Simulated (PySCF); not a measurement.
Cl4Ti, multiplicity 1. Atoms are numbered in the order given.

```xyz
5

Ti     0.0000     0.0000     0.0000
Cl     1.7583    -1.0152    -0.7178
Cl     0.0000     2.0303    -0.7178
Cl    -1.7583    -1.0152    -0.7178
Cl     0.0000     0.0000     2.1535
```

Geometry: PBE0-D3(BJ)/def2-SVP. The multiplicity is an assumed one; no other spin state was optimised. The isomer is the one that the SMILES or the coordinates give; other isomers of the formula were not compared.

The numbers are results of PBE/def2-TZVP (PySCF), not measurements.

Symmetry labels are those of the subgroup Cs that the program uses (full group C3v).

List the valence orbital energies around the gap with their symmetry. (The exact figures need the calculation; the answer reports its results.)


| orbital | symmetry | energy (eV) |
|---|---|---|
| HOMO−7 | A" | -9.48 |
| HOMO−6 | A' | -9.48 |
| HOMO−5 | A' | -9.09 |
| HOMO−4 | A" | -9.09 |
| HOMO−3 | A' | -9.09 |
| HOMO−2 | A" | -8.25 |
| HOMO−1 | A' | -8.25 |
| HOMO | A" | -8.25 |
| LUMO | A" | -4.50 |
| LUMO+1 | A' | -4.50 |
| LUMO+2 | A' | -3.67 |
| LUMO+3 | A" | -3.67 |
